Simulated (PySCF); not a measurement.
A structure optimised at PBE0-D3(BJ)/def2-SVP, used in a PySCF frequency run:

```
Si
H 1 1.4886
C 1 1.8558 2 116.08
C 3 1.3464 1 105.56 2 115.83
H 3 1.0902 4 122.52 1 178.86
H 4 1.0949 3 124.48 5 -0.13
N 4 1.4320 6 114.54 3 179.80
C 7 1.2806 4 113.68 6 -179.80
H 8 1.0983 7 118.77 4 -179.98
Cl 1 2.0675 2 107.81 3 -130.78
```

### Question
Write its SMILES and formula.

### Answer
Cl[Si@@H]1C=CN=C1, C3H4ClNSi

### Question
What are its rotational constants (standard atomic weights)?

### Answer
5.3568, 1.5988, 1.4090 GHz
